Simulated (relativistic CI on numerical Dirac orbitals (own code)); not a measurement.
# Crystal-field levels of Mo2+, 4d4

Calculated by Dirac-Coulomb-Breit CI, separate exchange-only KLI orbitals for each configuration, model QED (radiative potential, 1s self-energy scaled to tabulated hydrogen-like ionisation energies), valence Slater integrals scaled by 0.65, one configuration in a parametric crystal field (own radial code).

Field parameters in Wybourne normalisation: Td as Oh with Dq negative (B⁴₀ = 21Dq, B⁴₄ = √(5/14) B⁴₀). The field is a parameter set, without covalency.

S and J are read from ⟨S²⟩ = S(S + 1) and ⟨J²⟩ = J(J + 1) of each level; they are not fictitious spins.

Td, 10Dq = -2100 cm⁻¹, the lowest 16 levels:

```csv
E (cm⁻¹),Degeneracy,Irrep,S,J
0.0,1,A1,1.98,1.27
163,3,T1,1.99,1.75
333,3,T2,1.99,2.26
682,2,E,1.99,2.78
798,3,T1,1.99,3.12
1103,3,T2,1.99,3.62
2789,1,A2,1.99,3.00
2844,3,T2,1.99,3.27
2893,2,E,1.99,3.47
2924,3,T1,1.99,3.57
2953,1,A1,1.99,3.67
8162,1,A1,0.97,3.34
8965,3,T1,1.01,3.84
9106,2,E,0.99,4.05
9336,3,T2,1.00,4.49
9825,3,T1,0.97,4.60
```

Td, 10Dq = -3800 cm⁻¹, the lowest 16 levels:

```tsv
E (cm⁻¹)	Degeneracy	Irrep	S	J
0.0	1	A1	1.98	1.70
139	3	T1	1.99	2.01
268	3	T2	1.99	2.31
670	2	E	1.99	3.00
744	3	T1	1.99	3.18
1058	3	T2	1.99	3.70
4405	1	A2	1.99	3.00
4426	3	T2	1.99	3.15
4445	2	E	1.99	3.28
4459	3	T1	1.98	3.37
4471	1	A1	1.98	3.47
6483	1	A1	0.90	3.60
7507	3	T1	1.02	3.77
7719	2	E	1.00	4.03
7882	3	T2	1.00	4.27
8995	1	A2	1.00	4.29
```

Td, 10Dq = -5450 cm⁻¹, the lowest 10 levels:

```csv
E (cm⁻¹),Degeneracy,Irrep,S,J
0.0,1,A1,1.96,1.92
142,3,T1,1.98,2.13
263,3,T2,1.99,2.33
686,2,E,1.99,3.09
750,3,T1,1.99,3.20
1068,3,T2,1.99,3.72
4561,1,A1,0.73,3.96
5993,3,T1,1.61,3.46
6004,2,E,1.85,3.31
6026,1,A2,1.98,3.01
```

The free-ion ground term has S = 2. Every field shown keeps that spin.

Levels of this model without a field, named by their leading LS term (the scale mimics covalency, so terms lie below those of the real free ion): 5D_0 0, 5D_1 221, 5D_2 608, 5D_3 1111, 5D_4 1696, 3P_0 10107, 3H_4 10129, 3H_5 10644 cm⁻¹.
